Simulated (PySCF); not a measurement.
C2H7ClO2Si, SMILES OCC[Si@H](O)Cl. Coordinates come from a PBE0-D3(BJ)/def2-SVP optimisation. The structure was generated by enumeration; whether it is a known compound was not checked. One conformer was computed; it need not be the lowest.

Computed equilibrium geometry at PBE0-D3(BJ)/def2-SVP (PySCF confirms it by a frequency run) as Cartesian coordinates in Å (one conformer of several):
```xyz
13

O     -2.2571     0.4095    -0.2332
C     -2.0674    -0.8801     0.2919
C     -0.6371    -1.1077     0.7666
Si     0.6163    -0.3605    -0.4008
O      2.0546    -1.1221    -0.0821
Cl     0.8285     1.6703     0.0317
H     -1.9953     1.0566     0.4321
H     -2.3000    -1.5740    -0.5314
H     -2.7879    -1.1032     1.1032
H     -0.4634    -0.6465     1.7550
H     -0.4161    -2.1817     0.8854
H      0.2656    -0.4566    -1.8418
H      2.8313    -0.8151    -0.5589
```
